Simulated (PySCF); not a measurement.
C7H9BF3N.
SMILES with atom numbers: `[F:1][C:2]([F:3])([F:4])[CH2:5][BH2-:6][n+:7]1[cH:8][cH:9][cH:10][cH:11][cH:12]1`

Geometry (PBE0-D3(BJ)/def2-SVP, Å), atoms numbered from 1 in this order:
```
atom  x, y, z in Å
F1    -3.3030    0.3901   -1.5978
C2    -2.2317    0.5369   -0.8021
F3    -1.1492    0.4235   -1.6091
F4    -2.2468    1.8112   -0.3785
C5    -2.1884   -0.4516    0.3171
B6    -1.0448   -0.2043    1.4513
N7     0.3944   -0.1139    0.7391
C8     1.0337   -1.2330    0.3741
C9     2.2503   -1.1985   -0.2889
C10    2.8236    0.0376   -0.5812
C11    2.1507    1.1941   -0.1994
C12    0.9339    1.0783    0.4578
H13   -3.1650   -0.4132    0.8241
H14   -2.1173   -1.4465   -0.1528
H15   -1.1830    0.8565    2.0420
H16   -0.9795   -1.1599    2.2149
H17    0.5345   -2.1661    0.6408
H18    2.7390   -2.1330   -0.5678
H19    3.7829    0.0969   -1.1002
H20    2.5560    2.1849   -0.4087
H21    0.3466    1.9417    0.7726
```

NICS = −σ at a ghost point: NICS(0) at the centroid of the ring atoms, NICS(1) 1 Å to either side along the normal of their mean plane, zz for the tensor component along that normal. Level: GIAO KT2/pcSseg-2 (PySCF, non-relativistic, gas phase) on the PBE0-D3(BJ)/def2-SVP geometry, one conformer.

Ring bond lengths (Å): N7–C8 1.339, C8–C9 1.386, C9–C10 1.394, C10–C11 1.391, C11–C12 1.388, C12–N7 1.338.

**Question.** Give the NICS values of each ring in ppm.

**Answer.** 
```csv
ring,type,NICS(0),"NICS(1), two faces","NICS(1)zz, two faces",rms pucker (Å),"centre to ring atoms, mean (Å)"
N7–C8–C9–C10–C11–C12,6-membered ring with N; formal bonds all aromatic,-7.3,-9.4 / -9.3,-26.9 / -26.3,0.00,1.37
```

**Question.** What can be read from them?

**Answer.** 
- N7–C8–C9–C10–C11–C12: mean NICS(1)zz -26.6 ppm, shielded. The ring is flat and has no four-coordinate atom; by the NICS criterion it is aromatic.

**Question.** How equal are the bonds by HOMA? Use HOMA with the parameters of Krygowski (1993).

**Answer.** 
- N7–C8–C9–C10–C11–C12: HOMA 1.00; the largest term is that of C9–C10, α(R − Ropt)² = 0.01. The geometric and the magnetic index point the same way.

**Question.** List the ring angles.

**Answer.** 
- N7–C8–C9–C10–C11–C12: N7 119.6°, C8 121.9°, C9 118.9°, C10 118.7°, C11 119.0°, C12 121.8°; sum 720.0° against 720° for a flat convex ring.

**Question.** How shielded are the nuclei of the rings and their hydrogens (means over atoms taken as equivalent)?

**Answer.** 
| atoms | environment | σ isotropic (ppm) | principal values of the symmetric part, first atom (ppm) |
| --- | --- | --- | --- |
| N7 | nitrogen bonded to B and 2 C | -19.2 | -162.5, -140.8, 245.8 |
| C8 (×2) | aromatic CH next to a ring nitrogen | 35.5 | -58.4, 28.1, 139.9 |
| C9 (×2) | aromatic CH carbon | 58.3 | -45.4, 50.2, 170.9 |
| C10 | aromatic CH carbon | 46.7 | -61.7, 22.8, 178.9 |
| H17 (×2) | aromatic hydrogen | 22.42 | 18.2, 21.5, 27.9 |
| H18 (×2) | aromatic hydrogen | 23.92 | 21.0, 24.2, 26.6 |
| H19 | aromatic hydrogen | 23.54 | 20.8, 23.7, 26.1 |

**Question.** How do the values depend on the level or the medium?

**Answer.** 
```csv
level,"NICS(0), N7–C8–C9–C10–C11–C12","mean NICS(1)zz, N7–C8–C9–C10–C11–C12"
"KT2/pcSseg-2, gas",-7.3,-26.6
"PBE0/pcSseg-1, gas",-7.9,-27.7
"PBE0/pcSseg-1, IEF-PCM dimethylsulfoxide",-7.8,-27.8
"PBE0/pcSseg-1, IEF-PCM methanol",-7.8,-27.8
```

The geometry is the same throughout; the continuum's cavity takes Bondi-type radii × 1.2.
